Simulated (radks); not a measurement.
Q: Species: Xe+. Configuration: [Kr] 4d10 5s2 5p5. Method: Dirac Kohn-Sham, PBE, spin-unpolarised, spherical densities, finite nucleus; open shells are shared between the two j in proportion to 2j + 1; Fermi nuclear charge, rms radius 4.7859 fm; computed with a radial shooting solver on a logarithmic mesh with Libxc functionals. Some entries of the table are withheld. Estimate them.

orbital     occ.  eigenvalue (eV)  <1/r> (bohr^-1)
1s1/2          2        -34354.41            58.11
2s1/2          2              (1)            13.59
2p1/2          2        -5030.211              (2)
2p3/2          4        -4705.581              (3)
3s1/2          2        -1103.041            4.859
3p1/2          2              (4)            4.770
3p3/2          4              (5)            4.499
3d3/2          4        -670.6978            4.355
3d5/2          6        -657.6670            4.286
4s1/2          2        -207.2963            1.967
4p1/2          2        -159.7418              (6)
4p3/2          4        -147.4455              (7)
4d3/2          4              (8)            1.528
4d5/2          6              (9)            1.505
5s1/2          2         -29.0460           0.7187
5p1/2    1.66667         -17.9575             (10)
5p3/2    3.33333         -16.5763             (11)

A: 
(1) 2s1/2 eigenvalue (eV): -5353.311
(2) 2p1/2 <1/r> (bohr^-1): 13.57
(3) 2p3/2 <1/r> (bohr^-1): 12.47
(4) 3p1/2 eigenvalue (eV): -968.7215
(5) 3p3/2 eigenvalue (eV): -907.0620
(6) 4p1/2 <1/r> (bohr^-1): 1.858
(7) 4p3/2 <1/r> (bohr^-1): 1.771
(8) 4d3/2 eigenvalue (eV): -70.5285
(9) 4d5/2 eigenvalue (eV): -68.5411
(10) 5p1/2 <1/r> (bohr^-1): 0.6109
(11) 5p3/2 <1/r> (bohr^-1): 0.5818
